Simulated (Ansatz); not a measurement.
`C[Te]/C=C/F` + `[SiH3][SiH2]S` → `C[Te][SiH2][SiH3]` + `F/C=C\S`  (formal exchange of groups at a Te–C bond)

Calculated with Ansatz (gas phase, PBE0-D4/def2-TZVP geometries, no zero-point term in ΔE). CBS: MP2 limit from def2 TZ/QZ plus the TZ coupled-cluster correction, frozen cores. Double bonds are as drawn, so ΔE can hold a change between cis and trans. DFT in def2-TZVPP. Elements past krypton have def2 core potentials. For Te outer-core shells are correlated without core-valence functions, which leaves a few kJ/mol of doubt a bond. One conformer a species, not always the lowest.

```csv
species,PBE-D4 energy (Eh)
`C[Te]/C=C/F`,-484.99502
`[SiH3][SiH2]S`,-980.35516
`C[Te][SiH2][SiH3]`,-889.60697
`F/C=C\S`,-575.74520
```

**Question.** Work out ΔE.

**Answer.** ΔE = (-889.60697) + (-575.74520) − (-484.99502) − (-980.35516) = -0.00199 Eh = -1.2 kcal/mol. CCSD(T)/CBS gives +1.3 kcal/mol.

Largest T1 diagnostic among the species: 0.013.

The D4 term adds −1.0 kcal/mol with B3LYP and −0.6 kcal/mol with PBE0; it sums over pairs of atoms, weighted by their polarisabilities, and B3LYP, whose exchange is more repulsive, gets the larger term.

B3LYP here is the variant with VWN-RPA as its local correlation; programs differ in this.
